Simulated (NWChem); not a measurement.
System: C3H4N2O; SMILES CO/C=N/C#N

NWChem printed, in part:

```
             Northwest Computational Chemistry Package (NWChem) 7.3.0
             --------------------------------------------------------

                             Geometry "geometry" -> ""
                             -------------------------

 Output coordinates in angstroms (scale by  1.889725989 to convert to a.u.)

  No.       Tag          Charge          X              Y              Z
 ---- ---------------- ---------- -------------- -------------- --------------
    1 C                    6.0000    -0.79767200    -2.11752500     0.00000000
    2 O                    8.0000     0.53784900    -1.62612500     0.00000000
    3 C                    6.0000     0.70905600    -0.33009700     0.00000000
    4 N                    7.0000    -0.26873200     0.49383200     0.00000000
    5 C                    6.0000    -0.05614100     1.80433700     0.00000000
    6 N                    7.0000     0.04018500     2.96409400     0.00000000
    7 H                    1.0000    -0.71702200    -3.20997300     0.00000000
    8 H                    1.0000    -1.33514700    -1.76701200     0.89275100
    9 H                    1.0000    -1.33514700    -1.76701200    -0.89275100
   10 H                    1.0000     1.77487600    -0.05480600     0.00000000

 Effective nuclear repulsion energy (a.u.)     205.9237913109

                              NWChem Property Module
                              ----------------------

  itol2e modified to match energy
  convergence criterion.

                                 NWChem DFT Module
                                 -----------------

 Summary of "ao basis" -> "ao basis" (spherical)
 ------------------------------------------------------------------------------
       Tag                 Description            Shells   Functions and Types
 ---------------- ------------------------------  ------  ---------------------
 C                           6-31g*                  6       14   3s2p1d
 O                           6-31g*                  6       14   3s2p1d
 N                           6-31g*                  6       14   3s2p1d
 H                           6-31g*                  2        2   2s

  itol2e modified to match energy
  convergence criterion.

[...]

          -----------------------------------------
          Chemical Shielding Tensors (GIAO, in ppm)
          -----------------------------------------

                                NWChem CPHF Module
                                ------------------

  scftype          =     RHF
  nclosed          =       22
  nopen            =        0
  variables        =     1540
  # of vectors     =        3
  tolerance        = 0.10D-03
  level shift      = 0.00D+00
  max iterations   =       50
  max subspace     =       30

 SCF residual:    1.1359707068718019E-004

Iterative solution of linear equations
  No. of variables     1540
  No. of equations        3
  Maximum subspace       30
        Iterations       50
       Convergence  1.0D-04

   iter   nsub   residual    time
   ----  ------  --------  ---------
     1      3    5.22D-01      47.9
     2      6    3.86D-02      52.4
     3      9    2.18D-03      56.3
     4     12    2.69D-04      59.4
     5     15    1.62D-05      62.4

      Atom:    1  C
        Diamagnetic
    256.5342      5.7409     -0.0000
      5.7409    249.0901     -0.0000
     -0.0000     -0.0000    243.0184

        Paramagnetic
    -88.7028     20.5657      0.0000
     20.5657   -126.7669      0.0000
      0.0000      0.0000   -119.0619

        Total Shielding Tensor
    167.8313     26.3066      0.0000
     26.3066    122.3232      0.0000
      0.0000      0.0000    123.9565

           isotropic =     138.0370
          anisotropy =      62.7334

          Principal Components and Axis System
                 1           2           3
              179.8593    123.9565    110.2953

      1         0.9094     -0.0000     -0.4158
      2         0.4158      0.0000      0.9094
      3         0.0000      1.0000     -0.0000

      Atom:    2  O
        Diamagnetic
    399.4568     13.2117     -0.0000
     13.2117    405.2144     -0.0000
     -0.0000     -0.0000    375.8242

        Paramagnetic
   -356.3982     -0.3954      0.0000
     -0.3954   -213.0510     -0.0000
      0.0000     -0.0000    -85.5041

        Total Shielding Tensor
     43.0587     12.8163      0.0000
     12.8163    192.1634     -0.0000
      0.0000     -0.0000    290.3201

           isotropic =     175.1807
          anisotropy =     172.7090

          Principal Components and Axis System
                 1           2           3
              290.3201    193.2570     41.9651

      1        -0.0000      0.0850      0.9964
      2        -0.0000      0.9964     -0.0850
      3         1.0000      0.0000     -0.0000

      Atom:    3  C
        Diamagnetic
    257.0691     -3.7656      0.0000
     -3.7656    270.3668     -0.0000
      0.0000     -0.0000    237.7245

        Paramagnetic
   -254.8263    -52.4487      0.0000
    -52.4487   -273.5037     -0.0000
      0.0000     -0.0000   -129.9123

        Total Shielding Tensor
      2.2428    -56.2142      0.0000
    -56.2142     -3.1369     -0.0000
      0.0000     -0.0000    107.8123

           isotropic =      35.6394
          anisotropy =     108.2593

          Principal Components and Axis System
                 1           2           3
              107.8123    -56.7256     55.8315

      1         0.0000      0.6900      0.7238
      2        -0.0000      0.7238     -0.6900
      3         1.0000      0.0000     -0.0000

      Atom:    4  N
        Diamagnetic
    320.6346    -10.5521      0.0000
    -10.5521    345.8109     -0.0000
      0.0000     -0.0000    310.7811

[...]
```

Level: B3LYP/6-31G* (spherical d), GIAO. The geometry was optimised at PBE0/def2-SVP. B3LYP is NWChem's, with the RPA form of VWN correlation. NWChem prints the field gradient with the sign opposite to the second derivative of the potential. The output numbers the shielded atoms by their place in the input's list. The printed shielding anisotropy is the first printed principal value minus the mean of the other two.

Q: Reconstruct the input file.

A: This is not unique; one that fits is the input that was run:
```
start job
memory heap 200 mb stack 900 mb global 1100 mb
geometry units angstroms noautosym nocenter noautoz
  C     -0.797672    -2.117525     0.000000
  O      0.537849    -1.626125     0.000000
  C      0.709056    -0.330097     0.000000
  N     -0.268732     0.493832     0.000000
  C     -0.056141     1.804337     0.000000
  N      0.040185     2.964094     0.000000
  H     -0.717022    -3.209973     0.000000
  H     -1.335147    -1.767012     0.892751
  H     -1.335147    -1.767012    -0.892751
  H      1.774876    -0.054806     0.000000
end
basis spherical
  * library 6-31g*
end
dft
  xc b3lyp
  iterations 150
end
property
  shielding 9 1 2 3 4 5 6 7 8 10
  efieldgrad
end
task dft property
```
